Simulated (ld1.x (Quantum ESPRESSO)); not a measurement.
Before and after: TM semilocal potential for chromium (Cr)

```json
{
  "Element": "chromium (Cr)",
  "Generator": "ld1.x (Quantum ESPRESSO) 7.5",
  "Type": "norm-conserving Troullier–Martins (semilocal form)",
  "Functional": "PBEsol",
  "Relativity": "scalar-relativistic",
  "Frozen core": "[Ar]",
  "Valence charge": "6",
  "Reference configuration": "3d4 4s2 4p0",
  "Partial waves": "4s (bound): rc 2.65 bohr; 3d (bound): rc 1.25 bohr; 4p (bound, empty): rc 3.60 bohr",
  "Local potential": "the p channel",
  "Core correction": "Bessel-smoothed model core, default radius (core density twice the valence density)"
}
```

All-electron outer shells of the reference configuration (PBEsol, scalar-relativistic, ld1.x):

```json
{"shell": "3s", "level (eV)": "-77.75", "outermost node (bohr)": "0.36", "outermost maximum (bohr)": "0.78"}
{"shell": "3p", "level (eV)": "-49.17", "outermost node (bohr)": "0.33", "outermost maximum (bohr)": "0.80"}
{"shell": "3d", "level (eV)": "-6.02", "outermost node (bohr)": "–", "outermost maximum (bohr)": "0.82"}
{"shell": "4s", "level (eV)": "-4.93", "outermost node (bohr)": "1.11", "outermost maximum (bohr)": "2.61"}
{"shell": "4p", "level (eV)": "-1.39", "outermost node (bohr)": "1.23", "outermost maximum (bohr)": "3.48"}
```

Change: wave 3d (bound): rc 1.25 bohr becomes 3d (bound): rc 0.84 bohr.

Cutoffs: the cutoffs (Ry, on a coarse ladder) from which the occupation-weighted sum of valence levels, in a spherical-Bessel basis at the reference potential, stays within 10 and 1 mRy of its value at 400 Ry; they do not see the model core or the augmentation charge, which bear on the density cutoff. Errors are all-electron minus pseudo energies relative to the spin-unpolarised reference configuration.

Task: How do hardness, ghosts and transferability respond?

Result: The potential gets harder (120 Ry and 140 Ry → 230 Ry and 260 Ry); the errors of the 7 common tests hardly move; the range in which the d phases agree widens (upper end 2.8 → at the end of the scan); neither file shows a bound ghost. A smaller radius makes the pseudo-wave follow the all-electron one further in, where it bends more sharply, so more plane waves are needed. A semilocal file is local in each channel, so a ghost entry of none says nothing of the separable form that plane-wave codes build from it.

```csv
quantity,base,changed
"cutoff, loose",120 Ry,230 Ry
"cutoff, tight",140 Ry,260 Ry
loose cutoff by channel (10 mRy a level),"s 6 Ry, d 110 Ry","s 6 Ry, d 200 Ry"
bound ghosts,none,none
"error for 3d5 4s1 4p0, meV [ΔE 0.09 eV]",-132,-131
"error for 3d5 4s0 4p0, meV [ΔE 6.97 eV]",-263,-264
"error for 3d4 4s0 4p0, meV [ΔE 22.98 eV]",-54,-57
"error for 3d3 4s0 4p0, meV [ΔE 53.69 eV]",-279,-268
"error for 3d5 4s0 4p1, meV [ΔE 3.24 eV]",-176,-177
"error for 3d2 4s0 4p0, meV [ΔE 102.00 eV]",-1737,-1766
"error for 3d5 4s0.5 4p0, meV [ΔE 2.80 eV]",-188,-188
s: phases at 3.92 bohr within 0.05 rad from the reference energy up to (Ry; the scan ends near 5),1.0,1.0
p: phases at 3.92 bohr within 0.05 rad from the reference energy up to (Ry; the scan ends near 5),1.3,1.3
d: phases at 3.92 bohr within 0.05 rad from the reference energy up to (Ry; the scan ends near 5),2.8,to the end of the scan
```
